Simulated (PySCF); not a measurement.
An unknown shows these calculated signals:

¹H NMR (300 MHz, computed): δ 5.20 (m, 1H), 5.17 (m, 1H), 4.73 (m, 2H), 4.29 (m, 2H), 1.17 (m, 2H), 0.32 (m, 2H), -0.19 (m, 2H).

¹³C{¹H} NMR (computed): δ 81.7 (CH), -7.2 (CH2).

[PySCF: shielding tensors at PBE0/pcSseg-1 (GIAO); GFN2-xTB structure; single conformer; relativity neglected; isolated molecule; fast rotation and ring inversion assumed for equivalent nuclei]

Shifts are taken against calculated references (same method and geometry level): ¹H, ¹³C against TMS.

Which of these does the molecule contain: a ketone, a (CH3)2CH unit, a Si–H bond, a Si–CH3 group?

Results:


- A ketone: no.
- A (CH3)2CH unit: no.
- A Si–H bond: yes (δH 4.29 (m), 4.73 (m)).
- A Si–CH3 group: no.

The data belong to SMILES F[C@H]1[SiH2]C[Si@@H](P)C[SiH2]1, C$_{3}$H$_{12}$FPSi$_{3}$; they needn't prove each group on their own.

Carbon signals by region: 1 at 50–100 ppm, 1 below 50 ppm.

Splittings by ¹⁹F and ³¹P in the carbon and heteronuclear signals aren't shown, as no couplings were computed. Shifts are as computed. Against solution values, carbons near 30 ppm lie about +3 ppm off and those near 130 ppm about +5 ppm. Of 1211 compounds with measured shifts, 218 miss one by over three times the rms of a fit or turn the order of signals round; such compounds aren't used in these exercises. Multiplicities follow the n + 1 count of equivalent neighbours, as no J values were calculated; m marks all less simple cases, F and P coupling included.
